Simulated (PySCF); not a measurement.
Si2H4Cl2

The system: Si2H4Cl2, a small molecule; neutral, singlet. The structure, one conformer, was relaxed in the gas phase by PBE0-D3(BJ)/def2-SVP. No frequency run checks that it is a minimum.

SMILES: [SiH3][SiH](Cl)Cl

Coordinates in Å:
```
Si1     1.004   -0.574   -0.074
Si2    -0.814    0.850    0.274
Cl3     0.293   -2.317   -0.933
Cl4     2.303    0.363   -1.383
H5      1.781   -0.955    1.135
H6     -0.349    2.128    0.892
H7     -1.812    0.190    1.168
H8     -1.426    1.122   -1.060
```

Shieldings: GIAO PBE0/pcSseg-2. Shifts are against computed references at the same level: H TMS (σ 31.24 ppm), Si TMS (σ 341.3 ppm). Core levels by delta-SCF with SCAN, pcX-2 on the ionised atom and pcseg-1 elsewhere, spin-free X2C (2p3/2 is the spin-free 2p value less a third of a first-order spin-orbit splitting); from the vacuum level, for chosen atoms.

Question: Give the shieldings and core levels atom by atom.

Answer: 
```json
{"atoms": "Si1", "bonded to": "2 Cl + 1 Si + 1 H", "σ (ppm)": "320.8", "δ (ppm)": "20.5", "core level (eV)": "2p3/2 108.47"}
{"atoms": "Si2", "bonded to": "1 Si + 3 H", "σ (ppm)": "441.0", "δ (ppm)": "-99.8", "core level (eV)": "2p3/2 107.12"}
{"atoms": "Cl3 Cl4", "bonded to": "1 Si", "σ (ppm)": "878.7", "δ (ppm)": "-", "core level (eV)": "2p3/2 206.17"}
{"atoms": "H5", "bonded to": "1 Si", "σ (ppm)": "25.02", "δ (ppm)": "6.22", "core level (eV)": "-"}
{"atoms": "H6 H7 H8", "bonded to": "1 Si", "σ (ppm)": "27.58", "δ (ppm)": "3.67", "core level (eV)": "-"}
```

Values are those of this one static structure, with the three H of a rotating XH3 group averaged; atoms that internal rotation interchanges would show their mean in an NMR spectrum.

Question: Which of Si1, Si2 holds its core electrons tightest, and by how much against the loosest?

Answer: Si1 (bonded to 2 Cl + 1 Si + 1 H), by 1.36 eV over Si2 (bonded to 1 Si + 3 H).

Question: By CAM-B3LYP/def2-SVPD (TDDFT singlets, Tamm-Dancoff triplets, ionisation by delta-SCF), where does absorption start, and what does vertical ionisation take?

Answer: The lowest singlet lies at 6.55 eV (f 0.020), the strongest of the first 6 at 7.54 eV (f 0.131), the lowest triplet at 5.92 eV; vertical ionisation takes 10.46 eV.

The 3 runs behind this took 96 s in all, one thread each of Intel Xeon Platinum 8259CL on a shared host, launched as `OMP_NUM_THREADS=1 python cluster_run.py task.json out`.
